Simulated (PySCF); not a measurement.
(3S)-1,3-dimethylcyclobutene (C6H10), SMILES CC1=C[C@@H](C)C1.

The structure is a stationary point at PBE0-D3(BJ)/def2-SVP.

Calculation: PBE0-D3(BJ)/def2-SVP (PySCF).

Harmonic, unscaled wavenumbers; measured fundamentals usually lie a few per cent lower.

| mode | ν (cm⁻¹) | IR (km/mol) | moving atoms (share of kinetic energy) |
|---|---|---|---|
| 1 | 125 | 0.8 | C 65 %, H 35 % |
| 2 | 165 | 0.1 | H 93 % |
| 3 | 242 | 0.5 | H 77 %, C 23 % |
| 4 | 289 | 0.7 | H 56 %, C 44 % |
| 5 | 370 | 7.3 | C 63 %, H 37 % |
| 6 | 380 | 1.0 | C 59 %, H 41 % |
| 7 | 461 | 2.5 | H 54 %, C 46 % |
| 8 | 647 | 1.0 | C 73 %, H 27 % |
| 9 | 795 | 5.2 | C 55 %, H 45 % |
| 10 | 837 | 11.1 | H 68 %, C 32 % |
| 11 | 908 | 1.3 | H 51 %, C 49 % |
| 12 | 921 | 9.0 | H 77 %, C 23 % |
| 13 | 949 | 1.0 | H 53 %, C 47 % |
| 14 | 996 | 3.8 | H 76 %, C 24 % |
| 15 | 999 | 4.7 | C 56 %, H 44 % |
| 16 | 1048 | 2.3 | H 63 %, C 37 % |
| 17 | 1084 | 2.8 | H 66 %, C 34 % |
| 18 | 1102 | 0.3 | H 57 %, C 43 % |
| 19 | 1172 | 0.7 | H 56 %, C 44 % |
| 20 | 1206 | 3.2 | H 65 %, C 35 % |
| 21 | 1227 | 0.3 | C 51 %, H 49 % |
| 22 | 1238 | 1.3 | H 62 %, C 38 % |
| 23 | 1322 | 5.3 | C 59 %, H 41 % |
| 24 | 1354 | 10.8 | H 57 %, C 43 % |
| 25 | 1390 | 7.5 | H 67 %, C 33 % |
| 26 | 1396 | 1.5 | H 59 %, C 41 % |
| 27 | 1444 | 10.3 | H 96 % |
| 28 | 1445 | 4.7 | H 87 %, C 13 % |
| 29 | 1451 | 9.1 | H 94 % |
| 30 | 1464 | 4.6 | H 95 % |
| 31 | 1468 | 4.7 | H 95 % |
| 32 | 1747 | 13.6 | C 95 % |
| 33 | 3041 | 24.6 | H 97 % |
| 34 | 3044 | 27.0 | H 97 % |
| 35 | 3050 | 34.3 | H 93 % |
| 36 | 3054 | 29.8 | H 93 % |
| 37 | 3111 | 20.9 | H 90 %, C 10 % |
| 38 | 3118 | 10.0 | H 91 %, C 9 % |
| 39 | 3140 | 17.4 | H 91 %, C 9 % |
| 40 | 3140 | 25.7 | H 90 %, C 10 % |
| 41 | 3158 | 11.0 | H 91 %, C 9 % |
| 42 | 3200 | 13.4 | H 91 %, C 9 % |
